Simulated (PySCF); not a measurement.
# SMILES N(/[H])=C1\CCCC[C@H]1N, C$_{6}$H$_{12}$N$_{2}$

Molfile (atoms numbered from 1):
```
C6H12N2
     RDKit          3D

 20 20  0  0  0  0  0  0  0  0999 V2000
   -0.5173    1.4209    1.9293 N   0  0  0  0  0  0  0  0  0  0  0  0
   -0.1619    0.9602    0.8165 C   0  0  0  0  0  0  0  0  0  0  0  0
    1.2753    1.0681    0.4001 C   0  0  0  0  0  0  0  0  0  0  0  0
    1.8343   -0.2922   -0.0180 C   0  0  0  0  0  0  0  0  0  0  0  0
    0.9696   -0.9033   -1.1147 C   0  0  0  0  0  0  0  0  0  0  0  0
   -0.4633   -1.0651   -0.6218 C   0  0  0  0  0  0  0  0  0  0  0  0
   -1.0711    0.2859   -0.1980 C   0  0  1  0  0  0  0  0  0  0  0  0
   -2.4180    0.1765    0.3412 N   0  0  0  0  0  0  0  0  0  0  0  0
   -1.5156    1.3343    2.1145 H   0  0  0  0  0  0  0  0  0  0  0  0
    1.3371    1.7576   -0.4467 H   0  0  0  0  0  0  0  0  0  0  0  0
    1.8455    1.4876    1.2287 H   0  0  0  0  0  0  0  0  0  0  0  0
    1.8483   -0.9580    0.8479 H   0  0  0  0  0  0  0  0  0  0  0  0
    2.8616   -0.1748   -0.3684 H   0  0  0  0  0  0  0  0  0  0  0  0
    1.3686   -1.8769   -1.4076 H   0  0  0  0  0  0  0  0  0  0  0  0
    0.9826   -0.2574   -1.9961 H   0  0  0  0  0  0  0  0  0  0  0  0
   -0.4757   -1.7391    0.2408 H   0  0  0  0  0  0  0  0  0  0  0  0
   -1.0857   -1.5099   -1.4041 H   0  0  0  0  0  0  0  0  0  0  0  0
   -1.1246    0.9425   -1.0762 H   0  0  0  0  0  0  0  0  0  0  0  0
   -3.0624   -0.1474   -0.3708 H   0  0  0  0  0  0  0  0  0  0  0  0
   -2.4325   -0.4988    1.1002 H   0  0  0  0  0  0  0  0  0  0  0  0
  9  1  1  0
  1  2  2  0
  2  3  1  0
  3  4  1  0
  4  5  1  0
  5  6  1  0
  6  7  1  0
  7  8  1  0
  7  2  1  0
  3 10  1  0
  3 11  1  0
  4 12  1  0
  4 13  1  0
  5 14  1  0
  5 15  1  0
  6 16  1  0
  6 17  1  0
  7 18  1  6
  8 19  1  0
  8 20  1  0
M  END
```

The calculation used PySCF 2.14.0, GIAO OPBE/6-31G magnetisability, rotational g tensor and spin-rotation constants, non-relativistic, gas phase. Geometry: GFN2-xTB.

Question: Give the nuclear spin-rotation constants along the inertial axes (H = +C I·J) beside the isotropic shieldings.

Answer: Rotational constants 2.9113, 2.0386, 1.3165 GHz. A star marks the isotopologue with that one atom substituted, in its own axes.
| atom | isotope | Caa (kHz) | Cbb (kHz) | Ccc (kHz) | mean (kHz) | σ (ppm) |
| --- | --- | --- | --- | --- | --- | --- |
| N1 | 14N | 0.788 | 0.305 | 0.067 | 0.387 | -30.5 |
| N8 | 14N | 0.123 | 0.103 | 0.054 | 0.093 | 224.9 |
| H9 | 1H | 0.439 | -0.168 | -0.147 | 0.041 | 21.5 |
| H10 | 1H | -0.310 | -0.245 | 0.044 | -0.171 | 30.5 |
| H11 | 1H | -0.303 | 0.051 | -0.138 | -0.130 | 30.2 |
| H12 | 1H | -0.320 | -0.245 | 0.034 | -0.177 | 31.2 |
| H13 | 1H | 0.031 | -0.215 | -0.138 | -0.107 | 31.0 |
| H14 | 1H | -0.135 | -0.146 | -0.111 | -0.131 | 31.1 |
| H15 | 1H | -0.322 | -0.238 | 0.029 | -0.177 | 31.2 |
| H16 | 1H | -0.346 | -0.254 | 0.035 | -0.188 | 31.7 |
| H17 | 1H | -0.337 | 0.049 | -0.147 | -0.145 | 31.0 |
| H18 | 1H | -0.344 | -0.206 | 0.053 | -0.166 | 29.5 |
| H19 | 1H | -0.347 | -0.010 | -0.165 | -0.174 | 32.3 |
| H20 | 1H | -0.371 | -0.277 | 0.001 | -0.215 | 33.0 |
| C2 | 13C* | 1.261 | 0.832 | 0.241 | 0.778 | 37.8 |
| C3 | 13C* | 0.427 | 0.313 | 0.211 | 0.317 | 161.4 |
| C4 | 13C* | 0.426 | 0.264 | 0.185 | 0.292 | 170.6 |
| C5 | 13C* | 0.418 | 0.266 | 0.172 | 0.285 | 173.3 |
| C6 | 13C* | 0.391 | 0.346 | 0.219 | 0.318 | 159.1 |
| C7 | 13C* | 0.493 | 0.372 | 0.233 | 0.366 | 146.0 |

For the geometry as given, no vibrational averaging.
